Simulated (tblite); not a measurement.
Species: C4H6FNSi.
SMILES with atom numbers: `[CH2:1]=[C:2]([C:3]#[N:4])[CH2:5][SiH2:6][F:7]` (hydrogens: H8, H9 on C1; H10, H11 on C5; H12, H13 on Si6)

Cartesian coordinates in Å at the GFN2-xTB level; atoms count from 1:
```
atom  x, y, z in Å
C1    -1.5900    1.0409   -0.7812
C2    -0.9441    0.2210    0.0470
C3    -1.5373   -1.0109    0.4184
N4    -2.0033   -2.0105    0.7310
C5     0.4115    0.4784    0.6190
Si6    1.7377   -0.6676   -0.1377
F7     3.1345   -0.1632    0.4863
H8    -1.1624    1.9833   -1.0802
H9    -2.5602    0.7967   -1.1792
H10    0.3873    0.3181    1.7000
H11    0.6800    1.5226    0.4475
H12    1.5881   -2.0481    0.2841
H13    1.8536   -0.4601   -1.5727
```

Level: GFN2-xTB in tblite, geometry and Hessian alike; calculated harmonic values, unscaled, isolated species. Errors from tens to a few hundred cm⁻¹ against measured bands are possible. Modes of hydrogen on silicon can be 10 to 20 % off. One conformer, not necessarily the lowest.

Harmonic wavenumbers (cm⁻¹): 38.2, 48.3, 113.5, 156.8, 215.8, 295.3, 352.1, 473.1, 547.6, 562.2, 583.2, 697.9, 716.3, 744.3, 763.5, 791.9, 822.7, 842.1, 892.0, 965.2, 1094.0, 1208.6, 1273.8, 1398.9, 1449.5, 1663.9, 2340.6, 2372.5, 2378.1, 2961.9, 2981.4, 3105.7, 3135.8.

A = 3971, B = 1190, C = 995.2 MHz; mass 115.025 u (most abundant isotopes); point group C1, symmetry number 1.

Zero-point energy?

Half the sum of the wavenumbers: 18993 cm⁻¹ = 227.21 kJ/mol.

Entropy at 200 K, 1 bar (ideal gas, RRHO, classical rotation)?

Translation 159.74, rotation 114.75, vibration 70.88: S = 345.4 J/(mol K).

And Cp and H(200 K) − H(0)?

Cp = 102.18 J/(mol K), of which vibrations give 68.92 (their classical limit is 33 R = 274.4); H(200 K) − H(0) = 13.85 kJ/mol without the zero-point energy, 7.20 from vibrations.

Blend soft modes into free rotors: weight 1/[1 + (100 cm⁻¹/ν̃)⁴] for the oscillator and the rest for a rotor with moment μB/(μ + B), μ = h/(8π²ν), B = 10⁻⁴⁴ kg m². What vibrational entropy results?

62.60 J/(mol K) in place of 70.88, which changes −T·S at 200 K by +1.66 kJ/mol.

Which modes carry the vibrational entropy at 200 K?

38.2 cm⁻¹: 19.08; 48.3 cm⁻¹: 17.15; 113.5 cm⁻¹: 10.23; 156.8 cm⁻¹: 7.74; 215.8 cm⁻¹: 5.45; 295.3 cm⁻¹: 3.46 J/(mol K); the other 27 give 7.79 together.

Hindered rotation and anharmonicity are outside this model. Other conformers, if any are populated, would add a mixing term that is left out. The structure is chiral; the term R ln 2 for an equal mix with its mirror image is left out.
